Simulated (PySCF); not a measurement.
A thermochemical cycle for CsAs

MP2 in PySCF with def2-SVP on every atom (core potentials on Cs), for the lowest determinant that a PBE0 search found; no spin–orbit coupling. CsAs, a triplet (π ↑↑), has De = 0.58 eV to neutral atoms, and CsAs⁺, a quartet (σ ↑, π ↑↑), has De = 0.12 eV to Cs⁺ + As.

The adiabatic ionisation energy of CsAs, between the minima, is 4.19 eV.

Task: Which ionisation energy of the Cs atom does this level give?

Result: IE(Cs) = IE(molecule) + De(ion) − De(neutral) = 4.19 + 0.12 − 0.58 = 3.73 eV; the measured value is 3.894 eV (NIST ASD).

Correlated steps freeze 9 core orbitals. Weak bonds: CsAs⁺. Basis-set superposition, not corrected here, can be much of De in a small basis, most of all at correlated wavefunction levels. These are scalar-relativistic numbers at best; spin–orbit coupling would shift them, the dissociation energy most. For an ion De counts to the pair picked by the measured ionisation energies or electron affinities, which need not be the lowest pair at this level. States were picked by a PBE0 search and need not be the measured ground states.
